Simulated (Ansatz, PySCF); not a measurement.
B(H)(Et)(NH2) (C2H8BN), SMILES CCBN. Atoms are numbered in the order given.

```xyz
12

B     -0.6171     0.3852     0.4576
H     -1.7705     0.0073     0.4528
C      0.3291     0.0757    -0.7699
C      0.3438    -1.4064    -1.1776
H      1.3611     0.4292    -0.5864
H     -0.0445     0.6748    -1.6240
H     -0.6735    -1.7687    -1.3991
H      0.7443    -2.0429    -0.3708
H      0.9624    -1.5855    -2.0725
N     -0.1832     1.0956     1.5770
H     -0.7823     1.3121     2.3647
H      0.7624     1.4490     1.6781
```

The structure is a stationary point at B3LYP-D3(BJ)/def2-SVP. The values are those of a single conformer.

Two levels are set side by side: PBE-D3(BJ)/def2-SVP (Ansatz, a first-principles code) and B3LYP-D3(BJ)/def2-SVP (Ansatz). Each level has its own optimised geometry; the coordinates shown are those of the second. Frequencies come from the Hessian of PySCF at each geometry. Differences are taken from unrounded values.

```json
[
 {"quantity": "mean bond length (Å)", "B3LYP-D3(BJ)": "1.207"},
 {"quantity": "bond B1–C3 (Å)", "B3LYP-D3(BJ)": "1.580"},
 {"quantity": "bond B1–N10 (Å)", "B3LYP-D3(BJ)": "1.395"},
 {"quantity": "bond C3–C4 (Å)", "B3LYP-D3(BJ)": "1.537"},
 {"quantity": "bond B1–H2 (Å)", "B3LYP-D3(BJ)": "1.214"},
 {"quantity": "bond C3–H5 (Å)", "B3LYP-D3(BJ)": "1.106"},
 {"quantity": "bond C3–H6 (Å)", "B3LYP-D3(BJ)": "1.108"},
 {"quantity": "bond C4–H7 (Å)", "B3LYP-D3(BJ)": "1.102"},
 {"quantity": "bond C4–H8 (Å)", "B3LYP-D3(BJ)": "1.103"},
 {"quantity": "bond C4–H9 (Å)", "B3LYP-D3(BJ)": "1.103"},
 {"quantity": "bond N10–H11 (Å)", "B3LYP-D3(BJ)": "1.013"},
 {"quantity": "bond N10–H12 (Å)", "B3LYP-D3(BJ)": "1.015"},
 {"quantity": "highest harmonic wavenumber (cm⁻¹)", "B3LYP-D3(BJ)": "3677"},
 {"quantity": "mean harmonic wavenumber (cm⁻¹)", "B3LYP-D3(BJ)": "1536"},
 {"quantity": "zero-point energy (kcal/mol)", "B3LYP-D3(BJ)": "65.89"}
]
```

### Question
What does PBE-D3(BJ) give, and how far is it from B3LYP-D3(BJ)? (An estimate is asked for; the answer gives what the named calculation found.)

### Answer

| quantity | PBE-D3(BJ) | PBE-D3(BJ) minus B3LYP-D3(BJ) |
|---|---|---|
| mean bond length (Å) | 1.213 | 0.006 |
| bond B1–C3 (Å) | 1.583 | 0.003 |
| bond B1–N10 (Å) | 1.401 | 0.006 |
| bond C3–C4 (Å) | 1.538 | 0.001 |
| bond B1–H2 (Å) | 1.224 | 0.010 |
| bond C3–H5 (Å) | 1.114 | 0.008 |
| bond C3–H6 (Å) | 1.116 | 0.008 |
| bond C4–H7 (Å) | 1.110 | 0.007 |
| bond C4–H8 (Å) | 1.110 | 0.007 |
| bond C4–H9 (Å) | 1.110 | 0.007 |
| bond N10–H11 (Å) | 1.020 | 0.007 |
| bond N10–H12 (Å) | 1.022 | 0.007 |
| highest harmonic wavenumber (cm⁻¹) | 3602 | -75 |
| mean harmonic wavenumber (cm⁻¹) | 1499 | -38 |
| zero-point energy (kcal/mol) | 64.27 | -1.62 |

Exact exchange shortens and stiffens bonds; PBE has none. Differences between two approximate levels are no errors against the true value.
